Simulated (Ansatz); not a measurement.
The same path of AlAsBrH$_{3}$S (7 atoms, charge 0, multiplicity 1) was run twice with different band settings. The coordinate that changes most is the height of As3 over the plane of its neighbours.

Method: RKS r2SCAN/def2-SVP in Ansatz.

Relaxed end points:

```xyz
7
Properties=species:S:1:pos:R:3
S -1.380 1.691 -0.570
Al -0.286 -0.191 -0.365
As 2.045 -0.204 0.272
Br -1.355 -2.112 -0.918
H -2.501 1.098 -1.043
H 1.785 0.926 1.263
H 1.754 -1.277 1.315
```

```xyz
7
Properties=species:S:1:pos:R:3
S -1.151 1.679 -0.964
Al -0.455 -0.191 -0.069
As 1.290 -0.191 1.602
Br -1.517 -2.111 -0.635
H -2.147 1.085 -1.662
H 2.011 0.932 0.862
H 2.031 -1.272 0.820
```

Common settings: movable images 7; climbing image yes; spring 5.0 eV/Å²; optimiser quadratic models (default); start path IDPP; force threshold 0.05 eV/Å; end points relaxed.

| run | iteration limit |
| --- | --- |
| 1 | 41 |
| 2 | 10 |

Task: What does each run give, and how far can it be trusted?

Result: Run 1: converged after 4 iterations, highest image 0.829 eV above the first end. A vibrational analysis at the climbing image gives one clearly imaginary mode, 515i cm⁻¹: a first-order saddle point.
Run 2: converged after 4 iterations, highest image 0.829 eV above the first end. Another band between the same ends (7 images) ends at a top of the same energy, where a vibrational analysis finds 1 clearly imaginary mode.
